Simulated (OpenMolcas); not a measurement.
Computed levels of 3s2 3p3 in ions with 15 electrons, in cm-1 above 4S* 3/2.

```yaml
Program: OpenMolcas 26.06
Method: SS-CASPT2, IPEA 0.25 Eh, imaginary shift 0.1 Eh
Basis: ANO-RCC-VQZP
Scalar_Hamiltonian: DKH2, point nucleus
Spin-orbit_coupling: state interaction with AMFI integrals over the reference wave functions, term energies averaged over their components
```

Active space for each ion: 5 electrons in 4 orbitals (3s 3p); closed shells correlated by CASPT2: 2s 2p.

```csv
Level,S+,Ar3+
2D* 3/2,15140,21500
2D* 5/2,15170,21610
2P* 1/2,24490,35070
2P* 3/2,24500,35180
```

Q: Estimate 2D* 3/2, 2D* 5/2 for Cl2+ from its neighbours S+ and Ar3+.

A: 2D* 3/2 is another term, which grows about linearly with the charge: (15140 + 21500) / 2 = 18320. The calculation gives 18490, so the estimate is off by -0.9 %; the measured value is 18053 (Moore, Atomic Energy Levels, vol. I, NSRDS-NBS 35 (1971 reprint of NBS Circular 467, 1949)).
2D* 5/2 is another term, which grows about linearly with the charge: (15170 + 21610) / 2 = 18390. The calculation gives 18550, so the estimate is off by -0.9 %; the measured value is 18120 (Moore, Atomic Energy Levels, vol. I, NSRDS-NBS 35 (1971 reprint of NBS Circular 467, 1949)).

Term energies are means over components that CASPT2 splits; among the terms shown or strongly mixed into the levels shown the widest spread is 240 cm-1 (3s2 3p3 2D*, Ar3+). Over all roots computed the reference weight is 0.87 to 0.96 in S+, 0.87 to 0.96 in Cl2+, 0.89 to 0.96 in Ar3+; the roots of lowest weight are the least certain, and an intruder state may touch them. Measured partners are found by configuration, term and J. A level has none where our copy of the source lacks it or the pairing is in doubt (some pairs that miss far off the trend of their configuration count as doubtful), and it then counts in no deviation. Only configurations of the active space appear.

* marks odd parity.
